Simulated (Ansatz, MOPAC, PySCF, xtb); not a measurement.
Pair of molecules: SiH4 (SMILES [SiH4]) (first 5 atoms) with CH2O (SMILES C=O); geometry from B3LYP-D3(BJ)/def2-TZVP, rigid monomers moved along the line of their centres of mass till Si1···C6 is 4.38 Å.
(charge 0, multiplicity 1):
```xyz
9

Si     0.0213     0.0922     0.1766
H     -0.6505    -1.1098     0.7236
H      0.4935     0.9282     1.3042
H     -0.9386     0.8621    -0.6442
H      1.1750    -0.3225    -0.6511
C     -0.2689    -0.4913     4.5043
O      0.0453     0.0557     5.5233
H     -1.2426    -0.3049     4.0106
H      0.3955    -1.2164     3.9951
```

Monomers are frozen at their geometry in the pair; levels with a basis set take the counterpoise correction. Rows marked so take none.

Frozen-core correlation. Rows in 3-21G, 6-31G* carry no dispersion term and start afresh at each structure (6-31G* with six Cartesian d functions). MP2/6-31G* freezes PySCF's default core. The state reached by PM6 isn't checked.

Programs: Ansatz (a first-principles code); MOPAC for PM6 (differences of heats of formation); PySCF for 3-21G rows, 6-31G* rows, the dispersion terms; xtb for the GFN methods. Values without a source in brackets are computed.

| level | interaction energy (kJ/mol) |
|---|---|
| GFN-FF | -2.1 |
| PM6 | -0.7 |
| HF/3-21G (no counterpoise) | -0.2 |
| HF/aug-cc-pV(D+d)Z | 0.3 |
| PBE0-D3(BJ)/def2-TZVPPD | ___ |
| wB97M-V/def2-TZVPPD | -2.1 |
| MP2/6-31G* (no counterpoise) | -1.3 |
| MP2/aug-cc-pV(D+d)Z | -1.9 |
| CCSD/aug-cc-pV(D+d)Z | -1.6 |

**Question.** Fill in the missing entries.

**Answer.** 
- PBE0-D3(BJ)/def2-TZVPPD, interaction energy (kJ/mol): -3.1
